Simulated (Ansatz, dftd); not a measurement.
Reaction: CH5B (methylborane, SMILES BC) → CH4B (SMILES [BH]C, doublet) + H (doublet) (the B-H bond breaks)
Each species at its own B3LYP-D3(BJ)/def2-TZVP minimum (Ansatz, an electronic-structure program).

Wanted: bond dissociation energy (electronic), in kJ/mol. UHF or UKS for unpaired electrons; spin-orbit terms are left out. Cores are frozen in correlated methods. Rows without X2C or -DK are non-relativistic. CBS(X,Y): correlation extrapolated as X^-3, Hartree-Fock from the larger set. A bracket is a step between two methods taken in the basis named. Functionals run without relativity, which enters their misses. '+ core + X2C': CCSD(T) terms for core correlation (cc-pwCVTZ) and scalar relativity (cc-pVTZ-DK). Where a partner has so few electrons that a lower coupled-cluster level is exact, that level stands in.

Compared with CCSD(T)/CBS(cc-pVTZ,cc-pVQZ) + [CCSDT(Q) - CCSD(T)]/cc-pVTZ + core + X2C (Ansatz): 460.6 kJ/mol.

Costs are rough ratios of core time, to one figure, on one kind of shared machine, summed over the single points of the molecules; atoms, geometries and frequencies are left out. The first row took roughly 6 core seconds; short runs hold start-up time.

| level | program | cost relative to the first row |
|---|---|---|
| PBE-D3(BJ)/def2-TZVPD | Ansatz + dftd3 | 1 |
| B3LYP/def2-TZVPD | Ansatz | 1 |
| r2SCAN/def2-TZVPD | Ansatz | 1 |
| PBE0-D4/def2-TZVPD | Ansatz + dftd4 | 1 |
| wB97M-V/def2-TZVPD | Ansatz | 3 |
| CCSDT(Q)/cc-pVDZ | Ansatz | 20 |
| CCSDT(Q)/cc-pVTZ | Ansatz | 1000 |

**Question.** Among the rows that cost no more than PBE0-D4/def2-TZVPD, which comes nearest?

**Answer.** B3LYP/def2-TZVPD.
| level | difference (kJ/mol) |
|---|---|
| PBE-D3(BJ)/def2-TZVPD | -21.8 |
| B3LYP/def2-TZVPD | -6.8 |
| r2SCAN/def2-TZVPD | -23.3 |
| PBE0-D4/def2-TZVPD | -19.8 |
| wB97M-V/def2-TZVPD | 1.9 |
| CCSDT(Q)/cc-pVDZ | -20.6 |
| CCSDT(Q)/cc-pVTZ | -5.6 |
